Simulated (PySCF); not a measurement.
C₇H₁₂.
Atom-mapped SMILES: `[CH2:1]1[CH2:2][C@@H:3]2[CH2:4][CH2:5][C@@H:6]2[CH2:7]1` (hydrogens: H8, H9 on C1; H10, H11 on C2; H12 on C3; H13, H14 on C4; H15, H16 on C5; H17 on C6; H18, H19 on C7)

Jobs on this species (19 atoms, 54 electrons) with PySCF (density fitting). Hardware of each: an Arm Neoverse V2 with one thread, shared host. Times come from a shared host and carry two figures at best. Peak memory is the resident size of the whole Python process, interpreter and libraries included.

```
                                                level and settings                                                               work  basis functions  SCF cycles  wall time  peak memory
                                                      PBE0/IGLO-II                                 shieldings, ring-centre shieldings              226           ?          ?            ?
                                                     PBE0/pcSseg-1    shieldings, ring-centre shieldings, charges and field gradients              179           ?          ?            ?
PBE0/STO-3G, damping 0.3 at the start, DIIS from the seventh cycle                                 12 singlets by TDA, polarisability               47           9      4.3 s     0.45 GiB
                                                    PBE0/def2-SVPD  6 singlets by full TDDFT, 2 Tamm–Dancoff triplets, polarisability              236          12       39 s     0.96 GiB
```

Problem. Fill in the missing figures.

Solution. 
- PBE0/IGLO-II; shieldings, ring-centre shieldings: 28 s, 0.93 GiB, 13 SCF cycles
- PBE0/pcSseg-1; shieldings, ring-centre shieldings, charges and field gradients: 22 s, 0.82 GiB, 12 SCF cycles

Problem. What do all jobs in the table cost together?

Solution. About 93 s; the longest takes about 42 % of that, and about 9.1 times as long as the shortest.
